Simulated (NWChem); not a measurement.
Molecule: CrO$_{2}$ClF; SMILES [Cl][Cr](=[O])(=[O])[F]

```xyz
5

Cr     0.0554    -0.3196     0.0000
O      0.8403    -0.7442    -1.2367
O      0.8403    -0.7442     1.2367
F     -1.4658    -1.0449     0.0000
Cl    -0.1116     1.7886     0.0000
```
Atoms are numbered in this order, from 1.

Coordinates come from a PBE0/def2-SVP optimisation.

Problem. Give the principal values of the shielding tensors (ppm) of Cr1, O2, F4, Cl5 from Hartree-Fock/6-31G* (spherical d), GIAO (NWChem), with their diamagnetic and paramagnetic parts as GIAO splits them.

Solution. 
```tsv
atom	σ11	σ22	σ33	isotropic	diamagnetic	paramagnetic
Cr1	-34356.7	-17118.7	-5428.9	-18968.1	1801.5	-20769.6
O2	-22207.8	-2365.1	537.0	-8012.0	396.7	-8408.7
F4	-341.1	-179.4	1264.6	248.0	472.0	-223.9
Cl5	-1069.3	800.5	1852.9	528.0	1146.6	-618.5
```
